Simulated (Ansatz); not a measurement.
`CBC(N)=[Se]` and `NC(=[Se])N[SiH3]` differ in one atom or group.

Ansatz, PBE0-D4/def2-TZVP geometries, multiplicity 1. Each molecule was computed in one conformer, which needn't be the lowest. `CBC(N)=[Se]` holds a close contact that its SMILES doesn't draw: Se···B 2.36 Å.

Scalar relativity is left out up to krypton. Spin–orbit coupling is left out; it splits and shifts lone-pair levels of the heavy atoms by tenths of an eV.

| property | `CBC(N)=[Se]` |
| --- | --- |
| HOMO energy (ωB97M-V/def2-TZVPP) / eV | -8.68 |
| HOMO energy (PBE/def2-TZVPP) / eV | -5.62 |
| LUMO energy (ωB97M-V/def2-TZVPP) / eV | 0.88 |
| HOMO–LUMO gap (PBE/def2-TZVPP) / eV | 3.53 |
| LUMO energy (PBE/def2-TZVPP) / eV | -2.09 |
| ideal-gas entropy at 298 K and 1 bar (rigid rotor, harmonic PBE0-D4/def2-TZVP) / J/(mol·K) | 343 |

(1) What does the change do to each property? (Estimate.)

Results:

(1) Ansatz gave: 
| property | `NC(=[Se])N[SiH3]` | shift |
| --- | --- | --- |
| HOMO energy (ωB97M-V/def2-TZVPP) / eV | -8.01 | 0.67 |
| HOMO energy (PBE/def2-TZVPP) / eV | -4.87 | 0.75 |
| LUMO energy (ωB97M-V/def2-TZVPP) / eV | 1.48 | 0.60 |
| HOMO–LUMO gap (PBE/def2-TZVPP) / eV | 3.58 | 0.05 |
| LUMO energy (PBE/def2-TZVPP) / eV | -1.29 | 0.80 |
| ideal-gas entropy at 298 K and 1 bar (rigid rotor, harmonic PBE0-D4/def2-TZVP) / J/(mol·K) | 355 | 12 |

With PBE0 the HOMO rises by 0.71 eV and the LUMO rises by 0.81 eV, so the gap widens by about 0.10 eV. PBE moves the HOMO by 0.75 eV and ωB97M-V by 0.67 eV.

Positive LUMOs are unbound, so they and the gaps depend on the basis.
